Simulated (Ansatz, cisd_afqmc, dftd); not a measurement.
System: CuCl, charge 0, singlet. CuCl (SMILES [Cl][Cu]).
B3LYP-D3(BJ)/def2-TZVP minimum from Ansatz (an electronic-structure program):
```
Cu
Cl 1 2.0922
```

Quantity: atomisation energy (electronic, to ground-state atoms), in kJ/mol. Radicals and triplets start from unrestricted determinants; spin-orbit coupling is neglected. The -DK rows use spin-free X2C, correlate 3s3p of the metal (1s2s2p frozen) and give its partners the cc-pVXZ-DK valence sets. The Monte Carlo rows (phaseless AFQMC, CISD trial, step 0.005/hartree) carry one-sigma bars that omit the constraint's bias. Outlying blocks are dropped, and bars are widened where a walk drifts. Over all cases where full CI ran beside it in this data, AFQMC minus full CI had a median of +0.1 mEh and passed +0.4 mEh in a tenth of the cases. CBS(X,Y): correlation extrapolated as X^-3, Hartree-Fock from the larger set. A bracket is a step between two methods taken in the basis named. Functionals run without relativity, which enters their misses. Double hybrids freeze cores in their MP2 part. The T1 diagnostic of ClCu ([Cl][Cu], singlet) reaches 0.027 in the sets run. Open-shell metal atoms are single determinants, not pure terms.

```json
[
 {"level": "B3LYP-D4/def2-TZVPD", "program": "Ansatz + dftd4", "atomisation energy (kJ/mol)": "340.6"},
 {"level": "B2PLYP/def2-TZVPD", "program": "Ansatz", "atomisation energy (kJ/mol)": "350.4"},
 {"level": "B2GP-PLYP-D3(BJ)/def2-TZVPD", "program": "Ansatz + dftd3", "atomisation energy (kJ/mol)": "358.2"},
 {"level": "CCSD/cc-pwCVTZ-DK", "program": "Ansatz", "atomisation energy (kJ/mol)": "340.2"},
 {"level": "AFQMC/CISD/cc-pwCVTZ-DK", "program": "cisd_afqmc", "atomisation energy (kJ/mol)": "362.6 ± 2.2"},
 {"level": "CCSD(T)/CBS(cc-pwCVTZ-DK,cc-pwCVQZ-DK) + [AFQMC/CISD - CCSD(T)]/cc-pwCVTZ-DK", "program": "Ansatz + cisd_afqmc", "atomisation energy (kJ/mol)": "377.9 ± 2.2"}
]
```
